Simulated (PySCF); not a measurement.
# Cost of response and excited-state runs on `[Si@@H]1(F)CC[C@@H](C=C)O1`, C5H9FOSi

Geometry:
```tsv
atom	x (Å)	y (Å)	z (Å)
C1	2.865	-0.359	0.495
C2	1.816	0.039	-0.200
C3	0.432	0.156	0.355
C4	-0.479	-0.973	-0.167
C5	-1.925	-0.483	-0.063
Si6	-1.703	1.367	-0.422
F7	-2.531	2.307	0.590
O8	-0.131	1.403	-0.030
H9	3.841	-0.452	0.051
H10	2.787	-0.613	1.539
H11	1.901	0.303	-1.245
H12	0.463	0.132	1.451
H13	-0.296	-1.892	0.389
H14	-0.233	-1.150	-1.216
H15	-2.303	-0.633	0.950
H16	-2.573	-1.034	-0.738
H17	-1.938	1.893	-1.747
```

PySCF with density fitting, on 1 thread of an Arm Neoverse V2, shared host. Command: `OMP_NUM_THREADS=1 python excited_run.py task.json out`

(1) How long does this run take, and how much memory?
- circular dichroism and optical rotation, BHandHLYP/def2-SVPD; 8 states

## Answers

(1) 
```tsv
run	level	basis functions	wall time	peak memory (GiB)
circular dichroism and optical rotation	BHandHLYP/def2-SVPD	242	110 s	1
```
Times from a shared host are rough.
